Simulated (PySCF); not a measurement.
Mg: excitation energy

Mg [Ne] 3s2 (1S) → Mg [Ne] 3s1 3p1 (3P), as a difference of total energies. Calculation: PySCF 2.14, in aug-cc-pCVTZ-DK; the spin-free X2C one-electron Hamiltonian (Gaussian nucleus). Correlated levels: valence and next inner shell: 1s2 frozen. The calculations carry no spin-orbit coupling.

Order these methods by the excitation energy they give, lowest first.
A. MP2 (valence and next inner shell)
B. CCSD (valence and next inner shell)
C. CCSD(T) (valence and next inner shell)
D. UHF

D (1.804 eV), A (2.510 eV), B (2.656 eV), C (2.687 eV).

Errors of the correlated levels include the incompleteness of this basis and the frozen core.

For comparison: 2.714 eV (measured; NIST levels, between the centres of gravity of the two terms).
